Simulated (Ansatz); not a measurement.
Reaction (cleavage of the Si–Si bond): `F[SiH2][SiH3]` + `OBS` → `F[SiH2]OBS` + SiH₄

Isolated molecules relaxed with PBE0-D4/def2-TZVP in Ansatz; ΔE leaves out vibrations. CBS: MP2 limit from def2 TZ/QZ plus the TZ coupled-cluster correction, frozen cores. This one scheme is used for every species. Functionals use def2-TZVPP. B3LYP here is the variant with VWN-RPA as its local correlation; programs differ in this. Each species was taken in one conformer, which may not be the lowest.

```
         level  ΔE (kJ/mol)  difference from CCSD(T)/CBS
        PBE-D4        -92.4                         26.0
      B3LYP-D4       -119.4                         -1.0
       ωB97X-V       -114.0                          4.4
       ωB97M-V       -120.2                         -1.8
        B2PLYP       -121.3                         -2.9
           PBE        -89.6                         28.8
        r2SCAN       -110.8                          7.6
 HF/def2-TZVPP       -139.0                        -20.6
 HF/def2-QZVPP       -140.8                        -22.4
MP2/def2-QZVPP       -126.7                         -8.3
   CCSD(T)/CBS       -118.4                            0
```

Largest T1 diagnostic among the species: 0.013.

In def2-TZVPP, CCSD(T) changes the Hartree–Fock value by +19.8 kJ/mol (the triples alone add +2.2 kJ/mol) and MP2 by +12.5 kJ/mol. From PBE to PBE0 (25 % exact exchange), in def2-TZVPP and without D4, ΔE moves by −8.6 kJ/mol. The D4 term adds −4.4 kJ/mol with B3LYP and −2.5 kJ/mol with PBE0; it sums over pairs of atoms, weighted by their polarisabilities, and B3LYP, whose exchange is more repulsive, gets the larger term.
